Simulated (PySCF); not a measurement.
Fill in the blanks.

Compound: 3-methoxybenzenethiol, C₇H₈OS.
SMILES: `COc1cccc(S)c1`

Conformer (atom-mapped SMILES and torsion angles): `[CH3:1][O:2][c:3]1[cH:4][cH:5][cH:6][c:7]([SH:8])[cH:9]1`: C1–O2–C3–C4 -1°, H–S8–C7–C6 180°.

```json
{"property": "rotational constants A, B, C of the GFN2-xTB geometry", "level": "GFN2-xTB", "value": "?"}
{"property": "dipole moment", "level": "PBE0/def2-SVPD", "value": "2.30 D"}
{"property": "HOMO energy", "level": "PBE0/def2-SVPD", "value": "-6.33 eV"}
{"property": "LUMO energy", "level": "PBE0/def2-SVPD", "value": "?"}
{"property": "lowest singlet excitation", "level": "TDDFT PBE0/def2-SVPD", "value": "?"}
{"property": "strongest line among the 6 lowest singlet transitions", "level": "TDDFT PBE0/def2-SVPD", "value": "S4 at 5.85 eV (212 nm, f = 0.187)"}
{"property": "lowest triplet excitation (Tamm–Dancoff)", "level": "TDA PBE0/def2-SVPD", "value": "?"}
{"property": "static isotropic polarisability", "level": "PBE0/def2-SVPD", "value": "109.1 au"}
{"property": "electronic spatial extent ⟨r²⟩ about the centre of nuclear charge", "level": "PBE0/def2-SVPD", "value": "1671 bohr²"}
{"property": "13C chemical shifts (computed TMS as zero) by class", "level": "GIAO PBE0/pcSseg-1", "value": "167.1 (1 C), 144.1 (1 C), 135.1 (1 C), 121.7 (1 C), 121.0 (1 C), 107.6 (1 C), 55.7 (1 C) ppm"}
{"property": "1H chemical shifts (computed TMS as zero) by class", "level": "GIAO PBE0/pcSseg-1", "value": "7.41 (1 H), 6.91 (1 H), 6.88 (1 H), 6.37 (1 H), 3.87 (3 H), 3.60 (1 H) ppm"}
{"property": "isotropic shieldings of nuclei other than C and H, by class", "level": "GIAO PBE0/pcSseg-1", "value": "231 (1 O), 504 (1 S) ppm"}
```

The electronic properties come from PySCF, for the isolated species, density fitting. NMR classes are plain means over equivalent atoms (diastereotopic ones count apart unless rotation or inversion swaps them), as if these changed places fast; in this geometry the members of some classes differ.

(1) The rotational constants A, B, C of the GFN2-xTB geometry?

(2) The LUMO energy?

(3) The lowest triplet excitation (Tamm–Dancoff)?

(4) Give the lowest singlet excitation.

Answers

(1) 3.165, 0.817, 0.652 GHz.

(2) -0.41 eV.

(3) 3.87 eV.

(4) 4.86 eV (255 nm, f = 0.042).

The dipole equals about 7.7 × 10⁻³⁰ C·m (1 D = 3.33564 × 10⁻³⁰ C·m). The vertical singlet–triplet gap S1 − T1 is 0.99 eV (TDDFT singlet less Tamm–Dancoff triplet; S1: HOMO→LUMO, weight 0.71; T1: HOMO→LUMO+1, weight 0.29, beside HOMO→LUMO, weight 0.28). The principal polarisabilities are 67.8, 109.4 and 150.1 au; their mean is the isotropic value. The rotational constants make it an asymmetric top with κ = (2B − A − C)/(A − C) = -0.87, nearer the prolate limit (−1). No computed singlet falls in the visible range (750 to 380 nm, 1.65 to 3.26 eV); S1 lies 1.60 eV above its blue end.

One conformer stands for the species.
